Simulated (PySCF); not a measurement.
Species: C4H12B2.
SMILES: `BCBCCC`

Computed, not measured: TDDFT CAM-B3LYP/def2-SVPD, vertical, gas phase, core orbitals frozen in the response (PySCF). The structure is a single PBE0-D3(BJ)/def2-SVP conformer in the gas phase; no vibrational or solvent corrections. Torsions of this conformer, `[BH2:1][CH2:2][BH:3][CH2:4][CH2:5][CH3:6]`: B1–C2–B3–C4 93°, C2–B3–C4–C5 6°, B3–C4–C5–C6 -177°.

Lowest singlets, with some entries withheld (?).

```tsv
state	λ (nm)	f	main configurations (H = HOMO, L = LUMO)
S1	229.5	0.0008	H→L (71%), H-2→L (12%)
S2	224.3	0.022	H-1→L (79%), H-4→L (9%)
S3	215.2	0.0007	H-2→L (51%), H-3→L (18%), H→L (14%)
S4	194.6	0.0003	H-4→L (43%), H-5→L (31%)
S5	170.4	0.015	H-3→L (61%), H-2→L (25%)
S6	163.3	0.0076	H-1→L+1 (54%), H-4→L (13%)
S7	162.4	0.0007	H→L+1 (70%)
S8	?	?	?
S9	?	?	?
S10	148.1	0.013	H→L+2 (60%), H-6→L (12%)
```

(1) What stands in place of each question mark?

(2) Where do the lowest triplets lie (Tamm–Dancoff)?

(3) What is the mean static polarisability from the same response equations?

(4) What is the vertical ionisation energy by ΔSCF at this level?

Results:

(1) 
- S8: λ = 159.2 nm; f = 0.0088; H-5→L (53%), H-4→L (21%), H-8→L (8%)
- S9: λ = 153.3 nm; f = 0.0027; H-2→L+1 (32%), H-6→L (14%), H-9→L (10%)

(2) T1 4.82 eV, H-1→L (77%), H-4→L (12%); T2 4.90 eV, H→L (49%), H-2→L (24%), H-3→L (11%); T3 5.27 eV, H-2→L (33%), H→L (29%), H-3→L (11%); T4 5.85 eV, H-4→L (38%), H-5→L (35%). E(S1) − E(T1) = +0.58 eV.

(3) 78.2 au (11.59 Å³), with principal values 68.6, 75.9 and 90.1 au.

(4) 10.70 eV; −ε(HOMO) is 9.93 eV.
